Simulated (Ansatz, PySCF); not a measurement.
Species: N-germyl-N-methylmethanamine, C2H9GeN, charge 0, multiplicity 1. SMILES: C[N](C)[GeH3]
Coordinates optimised at B3LYP-D3(BJ)/def2-TZVP (Ansatz, a quantum-chemistry and plane-wave program):
```
N
C 1 1.4519
H 2 1.0913 1 110.44
H 2 1.0955 3 107.62 1 -119.85
H 2 1.1024 3 108.02 4 -115.56
C 1 1.4519 2 112.57 3 -177.25
H 6 1.0913 1 110.44 2 177.25
H 6 1.0955 7 107.62 1 119.85
H 6 1.1024 7 108.02 8 115.56
Ge 1 1.8512 2 116.74 3 43.73
H 10 1.5371 1 106.98 2 -171.36
H 10 1.5371 11 111.87 7 -140.96
H 10 1.5520 11 109.14 12 -120.88
```

Wanted: size of the dipole moment, in D. Terms: dispersion terms only where a functional's name holds one; non-relativistic; 6-31G* and kin with 6d, 5d where marked; LANL2DZ with its own core potentials from Na on; spin-orbit terms left out. Ab initio and DFT rows: single points at B3LYP-D3(BJ) geometries (Ansatz).

| level | program | size of the dipole moment (D) |
|---|---|---|
| PBE/STO-3G | Ansatz | 0.63 |
| PBE/LANL2DZ | Ansatz | 0.78 |
| PBE/def2-SVP | Ansatz | 0.52 |
| PBE/6-31G* with LANL2DZ past Ar | Ansatz | 0.53 |
| BLYP/6-31G* | Ansatz | 0.54 |
| BP86/def2-SVP | PySCF | 0.54 |
| B3LYP/6-31G* | Ansatz | 0.55 |
| B3LYP/6-31G* with LANL2DZ past Ar | Ansatz | 0.53 |
| PBE0/6-31G* with LANL2DZ past Ar | Ansatz | 0.56 |

No value to compare with is used here. The 9 habitual levels span 0.52 (PBE/def2-SVP) to 0.78 D (PBE/LANL2DZ).

The levels are drawn from those run, B3LYP/6-31G* more often than the rest, none by its result; left out are runs that failed, that the program found above a lower state of the same kind, or whose <S^2> lies over 0.5 above the pure value.
